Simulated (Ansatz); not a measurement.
Computed with Ansatz on PBE0-D4/def2-TZVP structures; ΔE is electronic, products minus reactants. CCSD(T)/CBS is the MP2 limit (def2-TZVPP, def2-QZVPP) plus CCSD(T) − MP2 in def2-TZVPP, frozen cores. This one scheme is used for every species. Functionals use def2-TZVPP. HSE06 is defined as in plane-wave codes. Each species was taken in one conformer, which may not be the lowest.

`O[Si](F)(F)O[SiH3]` → F₂ + `O[Si]O[SiH3]`  (silylene formation by 1,1-elimination)

| level | ΔE (kJ/mol) | difference from CCSD(T)/CBS |
| --- | --- | --- |
| LDA (SPW92) | 979.4 | -27.3 |
| B97M-V | 980.7 | -26.0 |
| r2SCAN0-D4 | 1031.9 | 25.2 |
| ωB97M-V | 978.1 | -28.6 |
| revPBE | 895.4 | -111.3 |
| BLYP | 906.0 | -100.7 |
| r2SCANh | 1009.8 | 3.1 |
| HSE06 | 975.3 | -31.4 |
| BHLYP | 1026.6 | 19.9 |
| LC-ωPBE | 1000.0 | -6.7 |
| HF/def2-SVP | 1021.5 | 14.8 |
| MP2/def2-SVP | 978.5 | -28.2 |
| MP2/def2-TZVPP | 1032.4 | 25.7 |
| SCS-MP2/def2-TZVPP | 1008.8 | 2.1 |
| MP2/def2-QZVPP | 1046.2 | 39.5 |
| CCSD/CBS(def2) | 1021.8 | 15.1 |
| CCSD(T)/CBS | 1006.7 | 0 |

Largest T1 diagnostic among the species: 0.014.

The D4 term adds +8.8 kJ/mol with B3LYP and +4.8 kJ/mol with PBE0; it sums over pairs of atoms, weighted by their polarisabilities, and B3LYP, whose exchange is more repulsive, gets the larger term. From PBE to PBE0 (25 % exact exchange), in def2-TZVPP and without D4, ΔE moves by +57.4 kJ/mol.

B3LYP here is the variant with VWN-RPA as its local correlation; programs differ in this.

CCSD(T)/CBS has its own doubt, a few kJ/mol and more with outer-core shells, so smaller differences from it don't rank the levels.
